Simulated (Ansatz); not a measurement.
Ge4H5. Total charge 0; doublet. Geometry r2SCAN-D4/def2-SVP, basis def2-TZVP, Ansatz.

```xyz
9

Ge    0.539    0.833   -1.882
Ge   -0.901    0.387    1.375
Ge    1.319    0.669    0.424
Ge   -1.148   -0.588   -0.838
H     1.417    0.258   -3.026
H    -1.664    1.706    1.553
H    -0.460   -1.992   -0.726
H     1.967   -0.755    0.516
H    -1.069   -0.518    2.605
```

```json
{"run": "A", "HOMO (eV)": "-5.20", "LUMO (eV)": "-4.13"}
{"run": "B", "HOMO (eV)": "-5.23", "LUMO (eV)": "-4.46"}
{"run": "C", "HOMO (eV)": "-5.55", "LUMO (eV)": "-3.83"}
{"run": "D", "HOMO (eV)": "-6.16", "LUMO (eV)": "-3.28"}
```

Another isomer (doublet) lies 0.12 eV lower at PBE0-D4/def2-TZVP; other spin states weren't run for this one.

HOMO and LUMO are taken over both spins.

Question: The runs used LDA (SPW92), PBE, PBE0, r2SCAN. Estimate which is which.

Answer: A PBE (0 % exact exchange); B LDA (SPW92) (0 % exact exchange); C r2SCAN (0 % exact exchange); D PBE0 (25 % exact exchange). Exact exchange lowers occupied and raises empty levels; among semilocal functionals meta-GGAs tend to open the gap a little, and such runs are hard to tell apart. The gap grows from 0.77 eV (LDA (SPW92)) to 2.88 eV (PBE0).
